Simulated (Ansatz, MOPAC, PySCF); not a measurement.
Dimer: N2 (SMILES N#N) (first 2 atoms) with PH3 (SMILES P); geometry from B3LYP-D3(BJ)/def2-TZVP, rigid monomers moved along the line of their centres of mass till N2···H6 is 2.96 Å.
(charge 0, multiplicity 1):
```json
[
 {"atom": "N", "x (Å)": "-0.4741", "y (Å)": "0.5288", "z (Å)": "-0.2586"},
 {"atom": "N", "x (Å)": "0.5442", "y (Å)": "0.1394", "z (Å)": "-0.2948"},
 {"atom": "P", "x (Å)": "0.1710", "y (Å)": "-0.1745", "z (Å)": "3.4052"},
 {"atom": "H", "x (Å)": "-0.8150", "y (Å)": "-0.7908", "z (Å)": "2.5925"},
 {"atom": "H", "x (Å)": "-0.0345", "y (Å)": "1.1047", "z (Å)": "2.8274"},
 {"atom": "H", "x (Å)": "1.2260", "y (Å)": "-0.4985", "z (Å)": "2.5139"}
]
```

Interaction energies are E(AB) − E(A) − E(B) at the monomers' geometry in the complex; basis-set methods are counterpoise corrected. Rows marked so take none.

Correlated levels freeze the cores. CBS: X⁻³ extrapolation of the correlation energy, Hartree–Fock from the larger set. Rows in 6-311+G**, 6-31G*, STO-3G carry no dispersion term and start afresh at each structure (6-31G* with six Cartesian d functions). MP2/6-31G* freezes PySCF's default core. The state reached by AM1 isn't checked.

Programs: Ansatz (a first-principles code); MOPAC for AM1 (differences of heats of formation); PySCF for 6-311+G** rows, 6-31G* rows, STO-3G rows, the dispersion terms. 

Other levels give for the interaction energy: PBE/def2-TZVPPD 0.56; B3LYP/def2-TZVPPD 1.19; B3LYP-D3(BJ)/def2-TZVPPD -0.17; wB97M-V/def2-TZVPPD -0.05; CCSD(T)/CBS(aug-cc-pV(D+d)Z, aug-cc-pV(T+d)Z) -0.13 kcal/mol.

Question: What do these common cheap choices give for the same quantity: AM1, HF/STO-3G (no counterpoise), HF/6-31G*, HF/6-31G* (no counterpoise), B3LYP/6-31G*, B3LYP/6-311+G** (no counterpoise), MP2/6-31G*, MP2/6-31G* (no counterpoise)?

Answer: AM1 1.29; HF/STO-3G (no counterpoise) 0.55; HF/6-31G* 1.43; HF/6-31G* (no counterpoise) 1.06; B3LYP/6-31G* 1.24; B3LYP/6-311+G** (no counterpoise) 1.08; MP2/6-31G* 0.81; MP2/6-31G* (no counterpoise) 0.12 kcal/mol. They span 0.12 to 1.43 kcal/mol.
